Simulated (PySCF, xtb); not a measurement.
SiHFBr2, SMILES [SiH](F)(Br)Br.

GFN2-xTB run with xtb 6.7.1 at its own geometry gives an orbital gap of 6.00 eV and a dipole moment of 3.95 D.

Coordinates come from a TPSSh-D3(BJ)/def2-SVP optimisation. This is a generated structure with no PubChem entry under its InChIKey; it may be hypothetical.

### Question
What does PBE/def2-TZVP in PySCF give? (The exact figures need the calculation; the answer reports its results.)

### Answer
gap 5.99 eV (levels -7.56 and -1.57 eV), dipole 0.99 D.
